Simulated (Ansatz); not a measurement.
Consider the ligand exchange at the Si–S bond: `F[Si](Cl)(Cl)S[SiH2]Cl` + NH₃ → `N[Si](F)(Cl)Cl` + `S[SiH2]Cl`.

Isolated molecules relaxed with PBE0-D4/def2-TZVP in Ansatz; ΔE leaves out vibrations. CCSD(T)/CBS is the MP2 limit (def2-TZVPP, def2-QZVPP) plus CCSD(T) − MP2 in def2-TZVPP, frozen cores. This one scheme is used for every species. DFT in def2-TZVPP. B3LYP here is the variant with VWN-RPA as its local correlation; programs differ in this. Each species was taken in one conformer, which may not be the lowest.

Q: Is it downhill or uphill in electronic energy at CCSD(T)/CBS, and by how much? (Best estimate.)

A: Computed: Downhill: ΔE = -0.08 eV.

Q: What do these levels give: r2SCAN-D4, PBE0-D4, ωB97M-V, B3LYP, MP2/def2-TZVPP, SCS-MP2/def2-TZVPP, CCSD(T)/def2-TZVPP, MP2/def2-QZVPP, SCS-MP2/def2-QZVPP, HF/CBS(def2), MP2/CBS(def2), CCSD/CBS(def2)? (Best estimate.)

A: Ansatz gave: r2SCAN-D4 -0.08, PBE0-D4 -0.03, ωB97M-V -0.11, B3LYP -0.24, MP2/def2-TZVPP -0.06, SCS-MP2/def2-TZVPP -0.13, CCSD(T)/def2-TZVPP -0.13, MP2/def2-QZVPP -0.04, SCS-MP2/def2-QZVPP -0.11, HF/CBS(def2) -0.39, MP2/CBS(def2) -0.02, CCSD/CBS(def2) -0.14 eV.

Largest T1 diagnostic among the species: 0.011.

In def2-TZVPP, CCSD(T) changes the Hartree–Fock value by +0.25 eV (the triples alone add +0.06 eV) and MP2 by +0.32 eV. From PBE to PBE0 (25 % exact exchange), in def2-TZVPP and without D4, ΔE moves by −0.05 eV.
